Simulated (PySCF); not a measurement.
**Excitation energy of Mg by level of theory**

Mg [Ne] 3s2 (1S) → Mg [Ne] 3s1 3p1, s spin flipped, as a difference of total energies. Calculation: PySCF 2.14, in aug-cc-pVQZ with one added diffuse shell each of s, p, d, f, g type (8s7p5d4f3g, 109 functions); no relativity, point nucleus. Correlated levels: valence: [Ne] frozen. The calculations carry no spin-orbit coupling.

```csv
method,excitation energy (eV)
UHF,3.097
LDA,3.313
PBE,3.143
PBE0,3.185
r2SCAN,2.941
PBEsol,3.138
wB97X,3.631
BP86,3.111
MP2 (valence),3.304
SCS-MP2 (valence),3.346
```

Question: How much does correlation contribute at MP2 (valence)?

Answer: 3.304 − (3.097) = 0.207 eV, measured against UHF.

The upper determinant mixes two multiplicities, so it lies between the two terms.
